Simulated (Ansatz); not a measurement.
System: HBr, net charge 1, doublet state. 
Geometry from a B3LYP-D3(BJ)/def2-TZVP (Ansatz, an electronic-structure program) optimisation:
```
Br
H 1 1.4597
```
Charge +1, spin multiplicity 2.

Question: Give the harmonic wavenumbers at B3LYP-D3(BJ)/def2-TZVP (Ansatz, finite differences of forces, unscaled).

Answer: 2407 cm⁻¹. Zero-point energy 3.4 kcal/mol.

Question: From these and the geometry, give the ideal-gas thermochemistry at 298.15 K and 1 atm (rigid rotor, harmonic oscillator).

Answer: Point group C∞v, rotational symmetry number 1. Rotational constants 238.3, 238.3 GHz. S(trans) 39.09, S(rot) 8.47, S(vib) 0.00, S(elec, spin only) 1.38, S 48.9 cal/(mol K). H(298) - H(0) 2.07 kcal/mol; G - E(el) -9.1 kcal/mol.
